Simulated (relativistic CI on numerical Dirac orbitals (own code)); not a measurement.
A reference radial Dirac CI calculation of B+ gave the lowest total energy -24.29649 Ha in 45 SCF steps, from this input:

```
atom B  Z=5  charge=1  electrons=4
nucleus A=11  rms_radius_fm=2.4060
hamiltonian dirac-coulomb  breit=on  qed=on  c_scale=1
orbitals kli  potential=per-configuration
slater_scale 1
correlation none
mixing on
grid step=0.0125 r_max=51.4
scf mixing=0.4 start=green max_iterations=150 tolerance=2e-08 node_fill=0.05
configurations
  [He] 2s2
  [He] 2s 2p
  [He] 2p2
  [He] 2s 3s
  [He] 2p 3s
end
```

One setting was then changed (and the iteration limit cut to 92), and the output read:

```
SCF 1: [He] 2s2
 iter      energy (Ha)   residual   last orbital (Ha)
    1       -24.141598   4.13e-01     -1.05833
    2       -24.216162   2.19e-01     -0.95907
    3       -24.244282   4.95e-03     -0.86809
    4       -24.244351   2.17e-03     -0.87137
    5       -24.244357   8.99e-05     -0.87074
    6       -24.244356   4.16e-06     -0.87060
    7       -24.244356   1.77e-06     -0.87060
    8       -24.244356   1.75e-08     -0.87060
SCF 2: [He] 2s 2p
 iter      energy (Ha)   residual   last orbital (Ha)
    1       -23.943894   4.26e-01     -0.85825
    2       -24.040338   2.21e-01     -0.76670
    3       -24.073014   5.20e-03     -0.69661
    4       -24.073067   2.31e-03     -0.69795
    5       -24.073084   9.31e-05     -0.69884
    6       -24.073085   2.08e-06     -0.69883
    7       -24.073085   9.37e-07     -0.69883
    8       -24.073085   2.35e-08     -0.69883
    9       -24.073085   2.53e-09     -0.69883
SCF 3: [He] 2p2
 iter      energy (Ha)   residual   last orbital (Ha)
    1       -23.640252   4.68e-01     -0.85825
    2       -23.774300   2.31e-01     -0.74239
    3       -23.813182   6.28e-03     -0.66348
    4       -23.813220   2.93e-03     -0.67366
    5       -23.813229   1.39e-04     -0.67199
    6       -23.813233   2.40e-05     -0.67178
    7       -23.813233   1.12e-06     -0.67180
    8       -23.813233   4.40e-08     -0.67180
    9       -23.813233   8.92e-09     -0.67180
SCF 4: [He] 2s 3s
 iter      energy (Ha)   residual   last orbital (Ha)
    1       -23.653544   3.23e-01     -0.33822
    2       -23.684781   1.75e-01     -0.32714
      ... 7 steps not shown
SCF 5: [He] 2p 3s
 iter      energy (Ha)   residual   last orbital (Ha)
    1       -23.408095   3.74e-01     -0.33822
    2       -23.453262   1.95e-01     -0.32424
    3       -23.467277   9.58e-03     -0.31147
    4       -23.468011   1.42e-03     -0.31040
    5       -23.468106   2.40e-04     -0.31023
    6       -23.468127   1.14e-05     -0.31023
    7       -23.468128   5.30e-06     -0.31023
    8       -23.468128   1.31e-07     -0.31023
    9       -23.468128   2.84e-08     -0.31023
   10       -23.468128   1.79e-09     -0.31023
orbital energies (Ha): 1s -7.4466  2s -0.8706
configuration averages (Ha): Dirac-Coulomb, Breit, QED
  2s2                            -24.244356    0.001482    0.000848
  2s 2p                          -24.073085    0.001461    0.000825
  2p2                            -23.813233    0.001442    0.000801
  2s 3s                          -23.698045    0.001441    0.000836
  2p 3s                          -23.468128    0.001421    0.000807
levels: no., configuration, term, J, E (cm-1), weight
   1 2s2                    1S   0                0.0  1.00
   2 2s 2p                  1P*  1            37413.0  0.99
   3 2s 2p                  3P*  0            37553.8  1.00
   4 2s 2p                  3P*  1            37559.4  0.99
   5 2s 2p                  3P*  2            37572.4  1.00
   6 2p2                    3P   0            94571.4  0.70
   7 2p2                    1D   2            94589.0  0.64
   8 2p2                    3P   1            94592.9  1.00
   9 2p2                    3P   2            94612.3  0.64
  10 2p2                    1S   0            94616.8  0.70
  11 2s 3s                  3S   1           119884.9  1.00
  12 2s 3s                  1S   0           119886.6  1.00
  13 2p 3s                  3P*  0           170325.4  1.00
  14 2p 3s                  3P*  1           170334.3  0.99
lowest total energy -24.242032 Ha
end: converged
```

(1) Which setting was changed?
A. speed of light
B. configuration list
C. Slater scale
D. charge

## Answers

(1) C. The Slater scale 0. This setting is bad on purpose; its numbers may not be properties of the ion.
